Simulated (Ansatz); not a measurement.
`[OH][Al]([OH])[Br]` + HBr → `[OH][Al]([Br])[Br]` + H₂O at 700 K and 1 bar (ligand exchange at the Al–O bond).

Isolated molecules relaxed with PBE0-D4/def2-TZVP in Ansatz; ΔE leaves out vibrations. CCSD(T)/CBS adds triple-zeta CCSD(T) − MP2 to the extrapolated MP2 energy (def2 sets, frozen cores). This one scheme is used for every species. For Br outer-core shells are correlated without core-valence functions, which leaves a few kJ/mol of doubt a bond. Scalar relativity is left out up to krypton. One conformer a species, not always the lowest.

```json
{"species": "`[OH][Al]([OH])[Br]`", "CCSD(T)/CBS energy (Eh)": "-2967.07960", "H − E (kJ/mol)": "134.7", "S (J/(mol·K))": "410.3"}
{"species": "HBr", "CCSD(T)/CBS energy (Eh)": "-2573.91920", "H − E (kJ/mol)": "36.5", "S (J/(mol·K))": "223.7"}
{"species": "`[OH][Al]([Br])[Br]`", "CCSD(T)/CBS energy (Eh)": "-5464.62977", "H − E (kJ/mol)": "97.0", "S (J/(mol·K))": "423.2"}
{"species": "H₂O", "CCSD(T)/CBS energy (Eh)": "-76.37941", "H − E (kJ/mol)": "80.5", "S (J/(mol·K))": "218.4"}
```

H − E and S are ideal-gas, rigid-rotor, harmonic terms from PBE0-D4/def2-TZVP, for one conformer and one mirror image of each species. 1 Eh = 2625.50 kJ/mol, R = 8.31446 J/(mol·K).

Task: By hand: ΔE, ΔH, ΔS and ΔG.

Result: ΔE = (-5464.62977) + (-76.37941) − (-2967.07960) − (-2573.91920) = -0.01038 Eh = -27.3 kJ/mol. Δ(H − E) = 97.0 + 80.5 − 134.7 − 36.5 = 6.3, so ΔH = -21.0 kJ/mol. ΔS = 423.2 + 218.4 − 410.3 − 223.7 = 7.6 J/(mol·K). ΔG = -21.0 − 700 × (7.6)/1000 = -26.3 kJ/mol.

Task: By hand: the equilibrium constant, and the temperature at which ΔG would vanish if ΔH and ΔS stayed fixed.

Result: log₁₀ K = −ΔG/(RT ln 10) = 2.0. ΔH and −TΔS have one sign here, so there is no such temperature.

The number of gas molecules stays the same, so ΔS is small and ΔH decides. A doubt of 5 kJ/mol in ΔE shifts log₁₀ K by 0.4 here. Other conformers and mirror images would add mixing entropy, several J/(mol·K) or more a flexible species. These are equilibria of isolated gas molecules and say nothing of rates. Largest T1 diagnostic: 0.010 (customary marks: 0.02 for closed shells, 0.045 for open ones).

ΔS is within the doubt of such terms, so its sign, and with it that verdict, could turn.
